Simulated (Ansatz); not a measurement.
Relaxation of the cluster Au3I2 with UKS PBE-D4/def2-SVP.

```sh
$ ansatz run in.yaml --threads 4 --pin off --events-out ev --progress --plain --max-ram 4787MiB
```

```yaml
crystal:
  periodic: [false, false, false]
  atoms:
    - {symbol: Au, position_ang: [-0.229060, 1.338480, -0.005950]}
    - {symbol: Au, position_ang: [0.846770, -1.061840, 0.030240]}
    - {symbol: Au, position_ang: [-2.746040, 2.040630, -0.426800]}
    - {symbol: I, position_ang: [2.551040, 0.912240, -0.045640]}
    - {symbol: I, position_ang: [-0.422710, -3.229510, 0.448150]}
basis:
  gaussian: {orbitals: def2-SVP}
magnetization: {spin_polarized: true, initial_magnetization: 1}
hamiltonian: {xc: pbe, dispersion: d4}
scf: {lower_state_search: "off"}
output: {orbitals: {seedname: orbitals}}
relax: {f_tol: 0.02, max_steps: 100}
```

Run time 22 s (4 threads of Intel Xeon on a shared host).

Positions (Å) and forces (eV/Å) at steps 1, 2, 3, 4, 7, 8 of 8:

```xyz
5
step=1 energy=-27288.4127 eV
Au   -0.229    1.338   -0.006   -0.648    0.918   -0.274
Au    0.847   -1.062    0.030    0.063   -0.724    0.164
Au   -2.746    2.041   -0.427    0.632   -0.258    0.178
I     2.551    0.912   -0.046    0.127    0.396   -0.030
I    -0.423   -3.230    0.448   -0.175   -0.333   -0.037
5
step=2 energy=-27288.5457 eV
Au   -0.198    1.509   -0.094    0.315   -0.193   -0.079
Au    0.820   -1.136    0.117   -0.130    0.224    0.053
Au   -2.684    2.025   -0.389   -0.035   -0.041    0.049
I     2.502    0.988   -0.058   -0.306   -0.207    0.039
I    -0.440   -3.386    0.425    0.157    0.217   -0.061
5
step=3 energy=-27288.5840 eV
Au   -0.151    1.522   -0.169    0.060    0.002   -0.021
Au    0.764   -1.076    0.153   -0.081   -0.028    0.007
Au   -2.673    1.937   -0.342   -0.004   -0.032    0.015
I     2.508    0.959   -0.038   -0.030   -0.027    0.011
I    -0.448   -3.342    0.396    0.056    0.086   -0.012
5
step=4 energy=-27288.5900 eV
Au   -0.116    1.558   -0.192    0.024    0.018   -0.003
Au    0.721   -1.047    0.153    0.025    0.035   -0.003
Au   -2.661    1.849   -0.320   -0.010   -0.014    0.002
I     2.525    0.950   -0.028   -0.023   -0.018    0.002
I    -0.470   -3.310    0.388   -0.016   -0.022    0.002
5
step=7 energy=-27288.5916 eV
Au   -0.085    1.582   -0.195   -0.004    0.006   -0.002
Au    0.730   -1.025    0.151    0.006   -0.001    0.000
Au   -2.650    1.729   -0.305    0.003   -0.002    0.001
I     2.550    0.961   -0.028   -0.002   -0.003    0.001
I    -0.545   -3.246    0.377   -0.002    0.000    0.000
5
step=8 energy=-27288.5916 eV
Au   -0.081    1.584   -0.197    0.003   -0.001    0.001
Au    0.735   -1.023    0.151    0.003    0.005    0.000
Au   -2.648    1.706   -0.301   -0.001    0.000   -0.001
I     2.555    0.964   -0.028   -0.005   -0.004    0.000
I    -0.561   -3.232    0.375    0.000    0.001    0.000
```

In the def2 sets Au, I take a core potential; there is no spin–orbit coupling. The gap within one spin of the charge 0 doublet nearly closes, so an electron or hole may be smeared out by delocalisation error. The relaxation made no stability test and no search for a lower SCF solution. No other spin state of charge 0 was run. Another isomer (doublet) lies 0.73 eV lower at PBE0-D4/def2-TZVP; other spin states weren't run for this one.
